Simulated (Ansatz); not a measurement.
N-butyl-N-methylpyrrolidinium iodide (C9H20IN) was relaxed with PBE0-D4 (def2-SVP) in Ansatz in these states: charge -1 doublet, neutral singlet. The geometries follow in no particular order.

In the def2 sets I takes a core potential; there is no spin–orbit coupling.

A:

Cartesian coordinates in Å:
```
C -0.614 -4.096 0.398
C -0.567 -2.859 -0.484
C -0.202 -1.598 0.291
C -0.299 -0.394 -0.620
N 0.087 0.926 -0.010
C -0.718 1.182 1.210
C -0.123 2.017 -1.027
C 0.772 3.173 -0.624
C 1.918 2.524 0.163
C 1.573 1.052 0.259
H 0.351 -4.275 0.904
H -0.860 -5.000 -0.182
H -1.387 -3.980 1.176
H 0.151 -3.006 -1.312
H -1.561 -2.700 -0.936
H 0.812 -1.693 0.719
H -0.920 -1.497 1.121
H -1.345 -0.286 -0.953
H 0.379 -0.494 -1.496
H -1.780 0.971 0.986
H -0.553 2.226 1.516
H -0.360 0.516 2.008
H 0.289 1.586 -1.973
H -1.203 2.219 -1.105
H 0.235 3.932 -0.031
H 1.183 3.635 -1.564
H 2.859 2.612 -0.457
H 2.051 2.984 1.157
H 1.799 0.565 1.224
H 2.042 0.517 -0.615
I -4.008 -0.756 0.258
```

B:

Cartesian coordinates in Å:
```
C -0.1509 1.5269 -3.9324
C -0.6328 0.5193 -2.9024
C 0.0423 0.6905 -1.5446
C -0.4373 -0.3799 -0.5901
N 0.0974 -0.2887 0.8109
C 1.5890 -0.2965 0.8073
C -0.4060 -1.4625 1.6126
C -0.2311 -1.0443 3.0645
C -0.2691 0.5005 3.0505
C -0.4258 0.8823 1.5795
H -0.3445 2.5630 -3.6073
H -0.6563 1.3817 -4.8991
H 0.9330 1.4300 -4.1076
H -1.7279 0.6024 -2.7810
H -0.4417 -0.5067 -3.2615
H -0.1597 1.7061 -1.1566
H 1.1316 0.6053 -1.6880
H -0.1276 -1.3843 -0.9467
H -1.5340 -0.3589 -0.4919
H 1.9136 -1.1992 0.2525
H 1.9496 -0.3401 1.8411
H 1.9492 0.6213 0.3302
H -1.4669 -1.5747 1.3472
H 0.1322 -2.3654 1.2678
H 0.7198 -1.4157 3.4725
H -1.0269 -1.4790 3.6840
H -1.1037 0.9084 3.6370
H 0.6510 0.9267 3.4750
H 0.1090 1.7924 1.2800
H -1.4836 0.9920 1.2996
I 1.4083 -3.5528 -0.9027
```

Judge from the bond lengths which geometry belongs to which state (an estimate).

A is the charge -1 doublet (C9–H27 1.131 Å, C10–H30 1.128 Å, C8–H26 1.125 Å); B is the neutral singlet (C9–H27 1.099 Å, C10–H30 1.100 Å, C8–H26 1.098 Å).

At PBE0-D4/def2-SVP the highest occupied level of the relaxed charge -1 doublet lies above zero (up to 2.43 eV). By energy differences it is unbound by 1.39 eV (each at its own geometry, against the charge 0 singlet, at PBE0-D4/def2-SVP) and held by the finite basis.
